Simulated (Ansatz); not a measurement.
Steps of a relaxation of CH$_{3}$Cl$_{3}$SeSn (`C[Se][Sn]([Cl])([Cl])[Cl]`) with RKS PBE-D4/def2-SVP.

```sh
$ ansatz run in.yaml --threads 4 --pin off --events-out ev --progress --plain --max-ram 11315MiB
```

```yaml
crystal:
  periodic: [false, false, false]
  atoms:
    - {symbol: C, position_ang: [0.076900, -1.177900, 1.294300]}
    - {symbol: Se, position_ang: [1.585900, -0.332200, 0.445100]}
    - {symbol: Sn, position_ang: [0.085700, 1.011400, -1.168800]}
    - {symbol: Cl, position_ang: [-1.102200, -0.457700, -2.456300]}
    - {symbol: Cl, position_ang: [1.481600, 2.304100, -2.586500]}
    - {symbol: Cl, position_ang: [-1.305300, 2.436100, 0.080700]}
    - {symbol: H, position_ang: [0.385300, -1.820900, 2.089700]}
    - {symbol: H, position_ang: [-0.572800, -0.323300, 1.715800]}
    - {symbol: H, position_ang: [-0.546600, -1.685900, 0.569000]}
basis:
  gaussian: {orbitals: def2-SVP}
hamiltonian: {xc: pbe, dispersion: d4}
relax: {f_tol: 0.03, max_steps: 200}
```

Positions (Å) and forces (eV/Å) along the path, 5 of 5 steps:

```xyz
9
step=1 energy=-109792.2586 eV
C     0.077   -1.178    1.294   -1.814    2.382    0.142
Se    1.586   -0.332    0.445    0.583    0.419   -0.631
Sn    0.086    1.011   -1.169    1.497    0.461    0.741
Cl   -1.102   -0.458   -2.456   -0.769   -0.648   -0.632
Cl    1.482    2.304   -2.587   -0.197   -0.076    0.112
Cl   -1.305    2.436    0.081   -0.222    0.059   -0.003
H     0.385   -1.821    2.090    0.525   -0.809    0.905
H    -0.573   -0.323    1.716    0.674   -1.097   -0.143
H    -0.547   -1.686    0.569   -0.276   -0.691   -0.491
9
step=2 energy=-109792.4521 eV
C     0.035   -1.157    1.317   -0.877    0.386    0.249
Se    1.556   -0.309    0.412    0.555   -0.197    0.326
Sn    0.203    1.028   -1.176   -0.524    0.176   -0.333
Cl   -1.177   -0.404   -2.479    0.076    0.117    0.068
Cl    1.508    2.350   -2.618    0.011   -0.013    0.014
Cl   -1.298    2.427    0.010    0.026   -0.024   -0.058
H     0.473   -1.795    2.101    0.098   -0.099    0.061
H    -0.658   -0.411    1.804    0.537   -0.290   -0.296
H    -0.553   -1.775    0.613    0.099   -0.056   -0.031
9
step=3 energy=-109792.4822 eV
C     0.038   -1.144    1.303   -0.315    0.007    0.199
Se    1.610   -0.323    0.442    0.026    0.042   -0.029
Sn    0.179    1.006   -1.152   -0.065    0.036   -0.110
Cl   -1.202   -0.398   -2.471    0.056    0.037    0.064
Cl    1.505    2.319   -2.582    0.011    0.023   -0.025
Cl   -1.330    2.418    0.000    0.025   -0.031    0.000
H     0.449   -1.800    2.096   -0.025   -0.012   -0.028
H    -0.619   -0.376    1.769    0.198   -0.098   -0.093
H    -0.542   -1.748    0.579    0.089   -0.004    0.022
9
step=4 energy=-109792.4870 eV
C     0.032   -1.158    1.318   -0.102    0.001    0.031
Se    1.596   -0.324    0.442    0.014    0.021   -0.031
Sn    0.184    1.022   -1.170    0.005   -0.026    0.020
Cl   -1.193   -0.389   -2.474    0.007   -0.003    0.000
Cl    1.503    2.341   -2.606    0.001   -0.003    0.005
Cl   -1.325    2.423   -0.009    0.003    0.005    0.007
H     0.445   -1.813    2.109    0.016    0.012   -0.030
H    -0.610   -0.384    1.780    0.024   -0.012   -0.010
H    -0.544   -1.764    0.594    0.032    0.005    0.009
9
step=5 energy=-109792.4874 eV
C     0.028   -1.155    1.317   -0.019   -0.016    0.013
Se    1.596   -0.322    0.442    0.007    0.011   -0.013
Sn    0.183    1.020   -1.169    0.003   -0.006    0.005
Cl   -1.191   -0.394   -2.473    0.001   -0.003   -0.001
Cl    1.503    2.338   -2.603    0.000    0.000    0.001
Cl   -1.323    2.422   -0.005    0.000    0.002    0.003
H     0.448   -1.811    2.103   -0.002    0.002   -0.009
H    -0.612   -0.383    1.781    0.001    0.007    0.000
H    -0.544   -1.762    0.591    0.009    0.003    0.002
```

Run time 13 s (4 threads of an Arm Neoverse V1 on a shared host); peak host memory 0.21 GiB.
